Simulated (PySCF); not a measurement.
RuCl₃⁺: from structure and modes to constants

These are results of UB3LYP/[Ru def2-SVP with ECP28, Cl def2-SVP], scalar-relativistic core potentials, density fitting, no spin–orbit coupling, PySCF, not measurements.

The quintet minimum has C2v symmetry. Masses (u): Ru 101.90435, Cl 34.96885.

```xyz
4
charge 1 multiplicity 5, angstrom
Ru    0.0000    0.0000   -0.1610
Cl    0.0000    0.0000    2.0146
Cl    2.1261    0.0000   -0.7726
Cl   -2.1261    0.0000   -0.7726
```

Harmonic wavenumbers (cm⁻¹): 64.8 (b1, ×1), 97.1 (b2, ×1), 107.0 (a1, ×1), 384.9 (a1, ×1), 442.8 (a1, ×1), 454.3 (b2, ×1).

Task: What is the harmonic zero-point energy?

Result: Half the sum of all 6 wavenumbers, 1551/2 = 775 cm⁻¹, which is 9.3 kJ/mol (1 cm⁻¹ = 0.0119627 kJ/mol).

Task: Find the vibrational entropy and heat capacity at 298.15 K.

Result: With u = 1.43878 ω/T, each mode gives S = R[u/(eᵘ−1) − ln(1−e⁻ᵘ)] and C = R u² eᵘ/(eᵘ−1)².
| ω (cm⁻¹) | u | S (J/(mol K)) | C (J/(mol K)) |
| --- | --- | --- | --- |
| 64.8 | 0.313 | 18.01 | 8.25 |
| 97.1 | 0.469 | 14.69 | 8.16 |
| 107.0 | 0.516 | 13.90 | 8.13 |
| 384.9 | 1.858 | 4.27 | 6.29 |
| 442.8 | 2.137 | 3.42 | 5.76 |
| 454.3 | 2.192 | 3.28 | 5.65 |
The sums over all modes are S = 57.6 and C = 42.2 J/(mol K); the softest mode gives 31 % of the entropy.

Task: Give the standard entropy (298.15 K, 1 bar) by its translational, rotational, vibrational and spin parts, and Cp.

Result: Sackur–Tetrode with M = 206.81 u gives 175.4; rotation with symmetry number 2 gives 114.3; vibration 57.6; spin R ln 5 = 13.4. The total is 360.6 J/(mol K), and Cp = 4 R + 42.2 = 75.5 J/(mol K).

Only a few start shapes were tried, so a lower isomer may exist. With open d or f shells other occupations or spin states may lie lower.
